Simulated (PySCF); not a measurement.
Input file for PySCF: U-HF/LANL2DZ on CH5BSe (SMILES CB[SeH]), a point of a bond scan (R = 1.426 Å).

```python
from pyscf import gto, scf, dft, mp
from pyscf.data.elements import chemcore

mol = gto.M(
    atom='''
    B    -0.15281115   -0.55344157    1.06257556
    H    -1.32778815   -0.59653231    1.87007944
    C     1.16908035   -1.26447540    1.48164381
    H     0.97857175   -2.33313654    1.63198235
    H     1.49361377   -0.88848570    2.45849675
    H     2.00004339   -1.16077437    0.78257232
    Se   -0.23400099    0.42531987   -0.59759198
    H    -1.63466303    0.86493165   -0.49316030
    ''',
    basis='lanl2dz',
    ecp={'Se': 'lanl2dz'},
    charge=0, spin=0, verbose=3, max_memory=1800)
mf = scf.UHF(mol)
mf.conv_tol = 1e-8
mf.max_cycle = 100
mf.init_guess_breaksym = True
mf.kernel()
if not mf.converged:
    mf = mf.newton().run(mf.mo_coeff, mf.mo_occ)
for _ in range(4):
    mo, _, stable, _ = mf.stability(return_status=True)
    if stable:
        break
    mf.kernel(mf.make_rdm1(mo, mf.mo_occ))
```

Output:

```
converged SCF energy = -74.4456870792488  <S^2> = 1.3731505e-09  2S+1 = 1
<class 'pyscf.scf.uhf.UHF'> wavefunction is stable in the internal stability analysis
```

Self-consistency was reached.

Cost: roughly 0.6 core-seconds.
